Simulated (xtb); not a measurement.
HBN, doublet, at a GFN2-xTB geometry.

Here is a job for xtb.
```
$ xtb mol.xyz --gfn 0 --uhf 1 --gbsa acetonitrile --json

# file mol.xyz
3

B     -0.00000000    -0.00000000    -0.57858715
N      0.00000000     0.00000000     0.65947657
H     -0.00000000    -0.00000000    -1.72340024
```

What does this run give for the total energy, partial charges in atom order?


- total energy = -4.7972 Eh
- partial charges in atom order = B1 0.32, N2 -0.53, H3 0.21
